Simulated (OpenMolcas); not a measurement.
**Re4+ in tetrahedral coordination: ligands and hosts compared**

| Item | Value |
| --- | --- |
| Program | OpenMolcas 26.06 |
| Method | CASSCF |
| Active space | 3 electrons in 5 orbitals (5d) |
| Spin-orbit coupling | RASSI with atomic mean-field integrals over the reference wave functions |

Distances were set from a Shannon-type radius of the metal (high-spin where two are listed) plus a fixed donor radius (Br 1.91, Cl 1.76, O 1.38 Å). Anionic complexes are neutralised by point charges, and hosts are embedded clusters. Ligand basis ANO-RCC-VDZP. States (labels of Td). Energies in cm-1 above the lowest state or level, χT in cm3 K/mol; under a threefold ground state the first gap can be a small split of the lowest multiplet, not the spin-orbit step.

```json
{"Ligand or host": "Br", "R (Å)": "2.41", "Metal basis": "ANO-RCC-VDZP", "Outer charge (e at Å behind ligand)": "", "Ground state": "4T1", "First state of that spin": "4T2 9844", "First gap with spin-orbit (degeneracies)": "2963 (4, 2)", "χT at 300 K": "0.472", "First state of another spin": "2E 1417"}
{"Ligand or host": "Cl", "R (Å)": "2.26", "Metal basis": "ANO-RCC-VDZP", "Outer charge (e at Å behind ligand)": "", "Ground state": "4T1", "First state of that spin": "4T2 10847", "First gap with spin-orbit (degeneracies)": "3456 (4, 2)", "χT at 300 K": "0.436", "First state of another spin": "2E 445.7"}
{"Ligand or host": "O", "R (Å)": "1.88", "Metal basis": "ANO-RCC-VDZP", "Outer charge (e at Å behind ligand)": "1 at 3.2", "Ground state": "2E", "First state of that spin": "9995", "First gap with spin-orbit (degeneracies)": "3880 (4, 2)", "χT at 300 K": "0.412", "First state of another spin": "4T1 228.8"}
```

The rows also differ in their outer charges, so part of each step comes from that.

Without dynamic correlation the repulsion within the d shell is too large (B by tens of per cent), so at a given field states of lower spin stand too high. With metal d orbitals alone the field can be off either way by tens of per cent. Ligand-to-metal charge-transfer states are missing. With no ligand orbital active B as a rule stays too high, so bands that hang on it stand too high and its fall with covalency is understated. Spin-orbit coupling mixes the spin-free states strongly: the lowest level takes only 63 % from its leading state, 4T1 (figures for Br; the like holds for Cl, O). This shell can be high or low spin here, a state of another spin lies low, and with metal d orbitals alone active their balance is uncertain, so the ground spin may be wrong (holds for Br; Cl). The least metal-like active orbital is 65 % on the metal (Löwdin) and no ligand orbital is active, so the numbers are rough, and ground spin, moment and any spin crossover can be artefacts of this space; highly charged d ions in such sites are as a rule low spin (holds for Br). The least metal-like active orbital is 67 % on the metal (Löwdin) and no ligand orbital is active, so the numbers are rough, and ground spin, moment and any spin crossover can be artefacts of this space; highly charged d ions in such sites are as a rule low spin (holds for Cl; O). An orbital doublet at a regular site is open to a Jahn-Teller distortion, which this geometry leaves out (holds for O). This shell can be high or low spin here, a state of another spin lies low, and with metal d orbitals alone active their balance is uncertain, so the ground spin may be wrong, although the usual error favours high spin (holds for O). The oxide ions are held by bare point charges, a crude embedding (holds for O). No measured value stands beside these numbers; the geometry was imposed, not optimised, and the real ion may take another.
